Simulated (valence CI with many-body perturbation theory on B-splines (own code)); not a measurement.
Values are calculated unless marked as measured or tabulated.
# Run record, Pm56+

Level of theory: valence CI with perturbative core correlation (CI+MBPT): three valence electrons over a frozen Dirac-Fock core [He], radial functions for each j: 6 s, 6 p, 5 d, 3 f, 1 g, with the one-electron correlation potential Σ1 (screened to all orders), the two-electron term Σ2, the three-electron term Σ3, Breit, model QED; selected single and double excitations, second order for the rest, scaled by the run's own slope (own B-spline code, finite nucleus).

Command, and the settings that its task file holds:

```sh
python run_cv.py task.json out
```

```
atom Pm  Z=61  mass_number=145  rms_radius_fm=4.9620
core [He]
valence 2s2 2p1
avg = 1
basis = S
breit = 1
cap = 10000
capref = 1200
cscale = 1
de = 0.0
dress = 0
eps = 2e-08
extrap = 1
h = 0.27
hh = 1
l2 = 3
lcore = 6
maxit = 60
n2 = 5
natural = 1
nlev = 21
nno = [3, 3, 3, 2, 1]
nroot = 26
nsp = [3, 3, 2, 1, 0]
pt2 = 1
qed = 1
rpa = 1
s1 = 1
s2 = 3
s3 = 1
screen = 1
tol = 2e-05
whole = 1
```

It took 5.2 s on 1 thread of Arm Neoverse V1 (shared host).

Log. The first blocks belong to the next ion, which gives the ionisation energy. Fields: 2J, parity (1 odd), roots, reference size, generating configurations, candidates as configurations/state functions, variational space P, stored matrix elements, Davidson steps; e2 is the range of second-order energies in hartree. The first line gives the box (bohr), its intervals, the orbitals and the steps of their self-consistent field. Window is the range of levels sought, series limit the energy at which the first omitted orbital would enter, core excitation an estimate of the first excitation out of the core, left out the lowest levels not solved, and shifts from estimates the range by which levels moved from their first estimate, all in cm⁻¹.

```
rmax 1.0 intervals 53 orbitals 36 references ['2s2 2p', '2s 2p2', '2p3'] scf 2 t 0.3
2J=0 par=0 roots 2 ref 15 generators 3 cand 92/92 P 107/107 nnz 0 it 0
   second order: generators 3 cand 0/0 e2 -0.00000 -0.00000
2J=0 par=1 roots 2 ref 11 generators 3 cand 73/73 P 84/84 nnz 0 it 0
   second order: generators 6 cand 0/0 e2 -0.00000 -0.00000
2J=2 par=1 roots 2 ref 28 generators 2 cand 188/188 P 214/214 nnz 0 it 0
2J=2 par=1 roots 2 ref 28 generators 2 cand 2/2 P 216/216 nnz 0 it 0
   second order: generators 2 cand 0/0 e2 -0.00000 -0.00000
reference levels 291, estimated 218, window 56694651 1/cm; series limit 74148434, core excitation 313824593
2J=1 par=1 roots 8 ref 32 generators 10 cand 148/200 P 1772/2578 nnz 8.3e+05 it 4
2J=1 par=1 roots 8 ref 32 generators 13 cand 219/326 P 1782/2596 nnz 8.4e+05 it 5
   second order: generators 14 cand 225/332 e2 -0.00000 -0.00000
2J=1 par=0 roots 9 ref 34 generators 12 cand 196/261 P 1776/2613 nnz 8.5e+05 it 3
2J=1 par=0 roots 9 ref 34 generators 14 cand 207/281 P 1790/2636 nnz 8.7e+05 it 4
   second order: generators 15 cand 213/290 e2 -0.00000 -0.00000
2J=3 par=1 roots 10 ref 47 generators 14 cand 876/1780 P 1685/3445 nnz 1.5e+06 it 4
2J=3 par=1 roots 10 ref 47 generators 15 cand 487/901 P 1722/3540 nnz 1.6e+06 it 4
   second order: generators 15 cand 450/806 e2 -0.00000 -0.00000
2J=3 par=0 roots 8 ref 45 generators 9 cand 612/1206 P 1645/3321 nnz 1.4e+06 it 4
2J=3 par=0 roots 8 ref 45 generators 11 cand 542/1049 P 1674/3387 nnz 1.5e+06 it 4
   second order: generators 13 cand 513/983 e2 -0.00000 -0.00000
2J=5 par=0 roots 5 ref 39 generators 9 cand 897/2039 P 1480/3232 nnz 1.4e+06 it 5
2J=5 par=0 roots 5 ref 39 generators 10 cand 714/1531 P 1501/3286 nnz 1.5e+06 it 3
   second order: generators 12 cand 855/1968 e2 -0.00000 -0.00000
2J=5 par=1 roots 5 ref 36 generators 7 cand 860/2014 P 1638/3538 nnz 1.7e+06 it 4
2J=5 par=1 roots 5 ref 36 generators 8 cand 541/1195 P 1684/3667 nnz 1.8e+06 it 4
   second order: generators 10 cand 495/1066 e2 -0.00000 -0.00000
2J=7 par=1 roots 2 ref 21 generators 4 cand 516/1223 P 1310/2964 nnz 1.3e+06 it 3
2J=7 par=1 roots 2 ref 21 generators 4 cand 336/780 P 1382/3122 nnz 1.5e+06 it 3
   second order: generators 5 cand 264/622 e2 -0.00000 -0.00000
left out: unestimated 82223131, estimated 61182227, shifts from estimates -0 to 10
operators 0.1
```

The Davidson iterations converged. The settings are bad on purpose, so the numbers may not be properties of the ion.

The last digits are not significant, and no measured levels were compared; by estimate large intervals hold to a few tenths of a per cent, small ones and those within an open d or f shell to about a per cent.

```
Valence energy                            : -1377.007 hartree
Ionisation energy                         : 12131 eV (NIST: 12136 ± 5 eV (theoretical))
Reference configurations for the orbitals : 2s2 2p, 2s 2p2, 2p3
Radial orbitals                           : 36
Box radius                                : 1.024 bohr
Largest variational space                 : 3667
Lowest levels                             : (2s^2 2p1/2) J=1/2 0.0, (2s 2p1/2^2) J=1/2 197.1, (2s^2 2p3/2) J=3/2 613.6, (2s 2p1/2 2p3/2) J=3/2 [a] 751.1, (2s 2p1/2 2p3/2) J=5/2 786.6, (2s 2p1/2 2p3/2) J=1/2 842.8, (2s 2p1/2 2p3/2) J=3/2 [b] 844.3, (2p1/2^2 2p3/2) J=3/2 1051.9, (2s 2p3/2^2) J=5/2 1382.7, (2s 2p3/2^2) J=1/2 1468.2, (2s 2p3/2^2) J=3/2 1468.7, (2p1/2 2p3/2^2) J=3/2 1627.9, (2p1/2 2p3/2^2) J=5/2 1649.3, (2p1/2 2p3/2^2) J=1/2 1693.8 eV
```

Levels are named by their leading jj configuration (3d3/2^4 stands for four electrons in 3d with j = 3/2), which in mixed levels can hold well under half, so a name can repeat and another be missing. Letters in brackets count levels of one name in rising energy.
